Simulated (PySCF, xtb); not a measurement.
OSr, SMILES [O]=[Sr].

GFN2-xTB (xtb) at its own geometry gives an orbital gap of 1.15 eV and a dipole moment of 7.10 D.

Coordinates come from a B3LYP-D3(BJ)/def2-TZVPD optimisation. The def2 effective core potentials stand for the cores of Sr; spin–orbit coupling is left out.

Task: What does PySCF with ωB97X/def2-TZVPD give? (An estimate is asked for; the answer gives what the named calculation found.)

Result: gap 6.39 eV (levels -6.60 and -0.21 eV), dipole 10.22 D.
